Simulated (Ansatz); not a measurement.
One change: `[CH3][GaH][Cl]` becomes `CBCl`.

Ansatz, PBE0-D4/def2-TZVP geometries, multiplicity 1. 

Scalar relativity is left out up to krypton.

```json
{"property": "HOMO–LUMO gap (ωB97M-V/def2-TZVPP) / eV", "`[CH3][GaH][Cl]`": "10.68"}
{"property": "size of the dipole moment (B3LYP/def2-TZVPP) / D", "`[CH3][GaH][Cl]`": "2.51"}
{"property": "HOMO energy (PBE0/def2-TZVPP) / eV", "`[CH3][GaH][Cl]`": "-8.12"}
{"property": "size of the dipole moment (PBE/def2-TZVPP) / D", "`[CH3][GaH][Cl]`": "2.44"}
{"property": "LUMO energy (PBE0/def2-TZVPP) / eV", "`[CH3][GaH][Cl]`": "-1.34"}
{"property": "LUMO energy (PBE/def2-TZVPP) / eV", "`[CH3][GaH][Cl]`": "-2.14"}
```

(1) What does the change do to each property? (Estimate.)

Answers

(1) Ansatz gave: 
```tsv
property	`CBCl`	shift
HOMO–LUMO gap (ωB97M-V/def2-TZVPP) / eV	11.57	0.89
size of the dipole moment (B3LYP/def2-TZVPP) / D	1.31	-1.20
HOMO energy (PBE0/def2-TZVPP) / eV	-8.43	-0.31
size of the dipole moment (PBE/def2-TZVPP) / D	1.27	-1.17
LUMO energy (PBE0/def2-TZVPP) / eV	-1.18	0.16
LUMO energy (PBE/def2-TZVPP) / eV	-2.19	-0.05
```

With PBE0 the HOMO falls by 0.31 eV and the LUMO rises by 0.16 eV, so the gap widens by about 0.47 eV. PBE moves the HOMO by -0.23 eV and ωB97M-V by -0.40 eV. Dipoles are sizes alone; their direction can turn.

B3LYP here is the variant with VWN-RPA as its local correlation; programs differ in this.
